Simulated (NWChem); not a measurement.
Species: ZrN₂H₆; SMILES [NH2][ZrH2][NH2]

```xyz
9

Zr     0.0000     0.0000    -0.0998
N      1.6966    -0.0860     0.9806
H      2.6127    -0.1320     0.5328
H      1.8390    -0.0934     1.9890
N     -1.6966     0.0860     0.9806
H     -2.6127     0.1320     0.5328
H     -1.8390     0.0934     1.9890
H     -0.0760    -1.4990    -1.2247
H      0.0760     1.4990    -1.2247
```
Atoms are numbered in this order, from 1.

This is a stationary point of PBE0/def2-SVP with def2 effective core potentials on Zr (NWChem), point group C2v. def2 effective core potentials on Zr; no spin-orbit coupling.

### Question
Is it a minimum? If not, what does it relax to?

### Answer
No. It has an imaginary frequency of 193i cm⁻¹. Following that mode (on a finer grid) lowers the energy by 0.5 kcal/mol and ends, with real frequencies alone, at point group Cs:
```xyz
9

Zr    -0.0003    -0.0059    -0.3397
N      1.6789    -0.0917     0.7648
H      2.5525    -0.4890     0.4167
H      1.8449     0.2529     1.7088
N     -1.6795     0.0784     0.7648
H     -2.5888    -0.2290     0.4169
H     -1.8099     0.4384     1.7087
H     -0.0665    -1.3148    -1.6879
H      0.0849     1.6754    -1.1472
```
